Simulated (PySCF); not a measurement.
# H₃WN + HF → WHF + NH₃

Level: PBE0 in the def2-TZVP basis family, computed in PySCF with density fitting; scalar-relativistic core potentials for atoms from Rb on, none lighter, no spin–orbit coupling; open shells unrestricted.

| species | state and structure | E (Eh) | ZPE (kJ/mol) | H(298 K) − H(0) (kJ/mol) | S° (J/(mol K)) |
| --- | --- | --- | --- | --- | --- |
| H₃WN | singlet, C3v, W–H 1.715 Å (×3), W–N 1.649 Å; H–W–H 118.0° (×3), H–W–N 98.2° (×3) | -123.52927 | 65.7 | 11.2 | 259.6 |
| HF | singlet, C∞v, H–F 0.920 Å | -100.39188 | 24.9 | 8.7 | 173.6 |
| WHF | quintet, Cs, W–F 1.874 Å, W–H 1.721 Å; F–W–H 122.6° | -167.40996 | 18.7 | 10.8 | 278.7 |
| NH₃ | singlet, C3v, N–H 1.013 Å (×3); H–N–H 107.1° (×3) | -56.51312 | 90.6 | 10.0 | 192.4 |

Problem. What is the electronic reaction energy?

Solution. At PBE0/def2-TZVP, ΔE = -5.1 kJ/mol from the differences of the total energies times 2625.5, downhill. 

Problem. Add zero-point, thermal and entropy terms for 298.15 K and 1 bar.

Solution. ΔZPE = 18.7 and Δ[H(298) − H(0)] = 0.9 kJ/mol give ΔH° = 14.5 kJ/mol. ΔS° = 37.9 J/(mol K), so ΔG° = 14.5 − 298.15 × (0.0379) = 3 kJ/mol and log₁₀K = -0.6.

Spin–orbit coupling can matter for H₃WN, WHF and is left out. Open d or f shells are single determinants, so the state found may not be the ground state. Each species is the lowest minimum found with this bonding; other isomers or fragments can lie lower.
